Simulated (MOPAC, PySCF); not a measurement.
thienyl-bridged tricyanofuran chromophore `CN(C)c1ccc(/C=C/c2ccc(/C=C/C3=C(C#N)C(=C(C#N)C#N)OC3(C)C)s2)cc1`, neutral singlet in the gas phase. 

Cartesian coordinates (Å):
```xyz
54

C      9.7894     0.1829    -0.1357
N      8.7753     0.6935     0.7512
C      9.1570     1.4121     1.9403
C      7.4538     0.4979     0.4618
C      6.4314     0.9829     1.3172
C      5.0974     0.7826     1.0219
C      4.6856     0.0917    -0.1350
C      3.3032    -0.1446    -0.4840
C      2.2002     0.2216     0.2177
C      0.8503    -0.0469    -0.1931
C      0.3684    -0.6814    -1.3418
C     -1.0244    -0.7610    -1.3929
C     -1.6571    -0.1903    -0.2874
C     -3.0426    -0.0798     0.0178
C     -4.0659    -0.5393    -0.7660
C     -5.4504    -0.4398    -0.4760
C     -6.4617    -0.9140    -1.2897
C     -6.2336    -1.5643    -2.5283
N     -5.9415    -2.0830    -3.5243
C     -7.7269    -0.6292    -0.6576
C     -9.0159    -0.8974    -1.0632
C     -9.3042    -1.5606    -2.2886
N     -9.5664    -2.0993    -3.2827
C    -10.1055    -0.5018    -0.2350
N    -10.9947    -0.1806     0.4382
O     -7.5128    -0.0066     0.4961
C     -6.1013     0.1828     0.7422
C     -5.7867    -0.5560     2.0363
C     -5.8791     1.6864     0.8407
S     -0.4671     0.4443     0.8096
C      5.7047    -0.3853    -0.9804
C      7.0464    -0.1953    -0.7026
H      9.7167     0.6232    -1.1464
H     10.7802     0.4279     0.2656
H      9.7312    -0.9152    -0.2416
H     10.2508     1.4711     1.9930
H      8.7642     2.4444     1.9447
H      8.8027     0.9122     2.8597
H      6.6890     1.5250     2.2262
H      4.3506     1.1772     1.7146
H      3.1550    -0.6853    -1.4250
H      2.3181     0.7562     1.1648
H      1.0236    -1.0731    -2.1199
H     -1.5733    -1.2229    -2.2147
H     -3.2808     0.4173     0.9620
H     -3.8258    -1.0356    -1.7109
H     -6.4264    -0.1648     2.8398
H     -4.7358    -0.4244     2.3260
H     -5.9849    -1.6307     1.9208
H     -4.8320     1.9210     1.0732
H     -6.5179     2.0943     1.6365
H     -6.1439     2.1746    -0.1075
H      5.4269    -0.9252    -1.8900
H      7.7867    -0.5890    -1.3976
```
Charge 0, spin multiplicity 1.

All levels are single points at this geometry (PBE0-D3(BJ)/def2-SVP); Pople sets use spherical d functions. Orbital energies aren't observables, and empty levels follow the basis.

```
level                          HOMO (eV)  LUMO (eV)  gap (eV)  dipole (D)  vertical IE, Delta-SCF (eV)
-----------------------------  ---------  ---------  --------  ----------  ---------------------------
PBE-D3(BJ)/def2-SVP in PySCF       -4.91      -3.67      1.25       23.43                         6.34
PBE0-D3(BJ)/def2-SVP in PySCF      -5.67      -3.29      2.38       22.70                         6.64
PBE/6-31G* in PySCF                -4.72      -3.48      1.24       23.57                         6.16
HF/6-31G* in PySCF                 -7.01      -0.27      6.75       22.23                            –
PM6 in MOPAC                       -8.09      -2.32      5.77       21.77                            –
PM7 in MOPAC                       -8.10      -2.40      5.70       21.37                            –
```
